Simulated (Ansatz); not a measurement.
Two structures of GeAsH7S, closed shell, reached by relaxing down either side of one saddle point (PBE0-D4/def2-TZVP). Energies are electronic, without zero-point energy. Ansatz 0.2.0; basis: def2-TZVPP and def2-QZVPP; cores frozen in the correlated methods. Filled d shells of the heavier atoms are correlated. The def2 sets are not built for correlating such inner shells, so the correlated values are less sure here. Extrapolation: Hartree–Fock as exp(−7.88 √X), correlation as X^−2.97. First:

```tsv
atom	x (Å)	y (Å)	z (Å)
Ge1	-0.8780	-1.4116	0.9422
S2	0.7508	-0.1175	1.7405
H3	-0.5683	-1.8235	-0.5042
H4	-1.0243	-2.6622	1.8243
H5	-2.1395	-0.5467	1.0105
H6	0.6891	2.6850	-0.6414
As7	0.0218	1.5919	-1.4579
H8	1.7127	-1.0403	1.5755
H9	0.0884	2.4157	-2.7392
H10	1.3474	0.9093	-1.7504
```

Second:

```tsv
atom	x (Å)	y (Å)	z (Å)
Ge1	-1.1967	-1.0201	-0.3699
S2	2.2599	1.0604	1.7762
H3	-0.9707	-2.3378	-1.1267
H4	-0.4201	-1.0604	0.9565
H5	-2.6948	-0.8585	-0.0702
H6	1.4356	1.1534	0.7204
As7	-0.5133	0.8060	-1.8146
H8	1.6593	-0.0580	2.2096
H9	-0.5255	1.8104	-0.6686
H10	0.9664	0.5048	-1.6128
```

Problem. Which bonds change from the first to the second?

Solution. GeH₄S ([SH][GeH3]) + AsH₃ → GeAsH₅ ([GeH3][AsH2]) + H₂S; bonds formed: Ge1–As7, S2–H6; bonds broken: Ge1–S2, H6–As7.

Problem. Give the saddle point's structure and its height above each. (To be estimated.)

Solution. The calculation gives: 2.486 eV above the first and 2.411 eV above the second (CCSD(T) at an estimated basis limit (MP2 extrapolated from triple and quadruple zeta, plus CCSD(T) − MP2 in triple zeta)).
Ge1  (-0.811, -1.003, 0.396)
S2  (0.773, 0.485, 1.683)
H3  (-0.536, -1.817, -0.884)
H4  (-0.624, -2.038, 1.543)
H5  (-2.186, -0.356, 0.564)
H6  (0.469, 1.012, 0.322)
As7  (-0.266, 0.979, -1.625)
H8  (1.821, -0.173, 1.162)
H9  (0.203, 2.377, -1.216)
H10  (1.157, 0.533, -1.945)
(Å)

No T1 diagnostic of these runs exceeds 0.014.

Labels in which every atom is bracketed show which atoms are joined, not bond orders.

For scale, one of the runs: CCSD(T)/def2-TZVPP, 236 basis functions, launched by `ansatz run in.yaml --threads 8 --pin off --events-out ev --progress --plain --max-ram 19148MiB`. The run took 96 s on 8 CPU threads of an Arm Neoverse V2 (shared host), with 4.2 GiB of host memory at its peak.
